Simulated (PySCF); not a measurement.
C4H5NO. Atoms are numbered in the order given.

```xyz
11

C     -1.0378     0.9003     0.0000
C     -1.3377    -0.4059     0.0000
N     -0.3593    -1.4174     0.0000
C      0.8516    -1.0240     0.0000
O      1.3159     0.2367     0.0000
C      0.3955     1.3495     0.0000
H     -1.8149     1.6687     0.0000
H     -2.3733    -0.7564     0.0000
H      1.6850    -1.7374     0.0000
H      0.6309     1.9673    -0.8870
H      0.6309     1.9673     0.8870
```

Geometry: B3LYP-D3(BJ)/def2-SVP. The geometry has at least one imaginary mode, so it is a saddle point at that level. One conformer was computed; it need not be the lowest.

Computed with PBE/pcSseg-1 in PySCF.

GIAO shieldings, no solvent; atoms alike by connectivity are averaged. δ = σ(ref) − σ: ¹³C against TMS (σ = 182.0 ppm); ¹⁵N against NH3 (σ = 267.0 ppm); ¹⁷O against H2O (σ = 334.3 ppm); ¹H against TMS (σ = 31.49 ppm), references at their B3LYP-D3(BJ)/def2-TZVP geometries, non-relativistic.

```json
[
 {"nucleus": "¹³C", "atoms": "C4", "count": "1", "δ (ppm)": "154.9"},
 {"nucleus": "¹³C", "atoms": "C2", "count": "1", "δ (ppm)": "141.1"},
 {"nucleus": "¹³C", "atoms": "C1", "count": "1", "δ (ppm)": "115.2"},
 {"nucleus": "¹³C", "atoms": "C6", "count": "1", "δ (ppm)": "74.0"},
 {"nucleus": "¹⁵N", "atoms": "N3", "count": "1", "δ (ppm)": "250.2"},
 {"nucleus": "¹⁷O", "atoms": "O5", "count": "1", "δ (ppm)": "158.1"},
 {"nucleus": "¹H", "atoms": "H9", "count": "1", "δ (ppm)": "6.74"},
 {"nucleus": "¹H", "atoms": "H8", "count": "1", "δ (ppm)": "6.50"},
 {"nucleus": "¹H", "atoms": "H10, H11", "count": "2", "δ (ppm)": "5.56"},
 {"nucleus": "¹H", "atoms": "H7", "count": "1", "δ (ppm)": "5.07"}
]
```
